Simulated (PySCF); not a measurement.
# Worked example: entropy of an ideal gas

C2H6O2, SMILES C(O)CO (connectivity only; charge and spin as stated), charge +1, multiplicity 2.

Coordinates come from a r2SCAN-D4/def2-SVP optimisation. The multiplicity is an assumed one; other spin states were not compared. One conformer was computed; it need not be the lowest.

r2SCAN-D4/def2-SVP run with PySCF 2.14.0 gives the harmonic wavenumbers 156, 256, 399, 433, 483, 504, 879, 935, 1102, 1125, 1151, 1248, 1273, 1291, 1369, 1371, 1482, 1490, 3048, 3058, 3174, 3191, 3706, 3718 cm⁻¹ and the rotational temperatures 0.8063, 0.2270, 0.2021 K. The molar mass is 62.07 g/mol, the symmetry number 1, the spin multiplicity 2.

### Question
Work out the entropy at 298.15 K and 1 atm in the rigid-rotor, harmonic-oscillator model.

### Answer

Translation (Sackur–Tetrode at 1 atm): S = R[1.5 ln M + 2.5 ln T − 1.16487] = 160.2 J/(mol K).
Rotation: q = (√π/σ) T^1.5/√(θA θB θC) = 47400, S = R[ln q + 3/2] = 102.0 J/(mol K).
Vibration: with u = 1.4388 ν/T, each mode gives R[u/(e^u − 1) − ln(1 − e^−u)]:
```json
[
 {"ν (cm⁻¹)": "156", "modes": "1", "u": "0.75", "S (J/(mol K))": "10.87"},
 {"ν (cm⁻¹)": "256", "modes": "1", "u": "1.24", "S (J/(mol K))": "7.07"},
 {"ν (cm⁻¹)": "399", "modes": "1", "u": "1.93", "S (J/(mol K))": "4.04"},
 {"ν (cm⁻¹)": "433", "modes": "1", "u": "2.09", "S (J/(mol K))": "3.55"},
 {"ν (cm⁻¹)": "483", "modes": "1", "u": "2.33", "S (J/(mol K))": "2.94"},
 {"ν (cm⁻¹)": "504", "modes": "1", "u": "2.43", "S (J/(mol K))": "2.71"},
 {"ν (cm⁻¹)": "879", "modes": "1", "u": "4.24", "S (J/(mol K))": "0.64"},
 {"ν (cm⁻¹)": "935", "modes": "1", "u": "4.51", "S (J/(mol K))": "0.51"},
 {"ν (cm⁻¹)": "1102", "modes": "1", "u": "5.32", "S (J/(mol K))": "0.26"},
 {"ν (cm⁻¹)": "1125", "modes": "1", "u": "5.43", "S (J/(mol K))": "0.24"},
 {"ν (cm⁻¹)": "1151", "modes": "1", "u": "5.55", "S (J/(mol K))": "0.21"},
 {"ν (cm⁻¹)": "1248", "modes": "1", "u": "6.02", "S (J/(mol K))": "0.14"},
 {"ν (cm⁻¹)": "1273", "modes": "1", "u": "6.14", "S (J/(mol K))": "0.13"},
 {"ν (cm⁻¹)": "1291", "modes": "1", "u": "6.23", "S (J/(mol K))": "0.12"},
 {"ν (cm⁻¹)": "1369", "modes": "1", "u": "6.61", "S (J/(mol K))": "0.09"},
 {"ν (cm⁻¹)": "1371", "modes": "1", "u": "6.62", "S (J/(mol K))": "0.08"},
 {"ν (cm⁻¹)": "1482", "modes": "1", "u": "7.15", "S (J/(mol K))": "0.05"},
 {"ν (cm⁻¹)": "1490", "modes": "1", "u": "7.19", "S (J/(mol K))": "0.05"}
]
```
The stiffer modes add less than 0.005 each. Sum 33.7 J/(mol K).
Spin: R ln 2 = 5.8 J/(mol K).
Total 301.7 J/(mol K); the program's own thermochemistry gives 301.7. Translation makes up 53 % and vibration 11 %. Anharmonicity, hindered rotation and orbital degeneracy are left out.
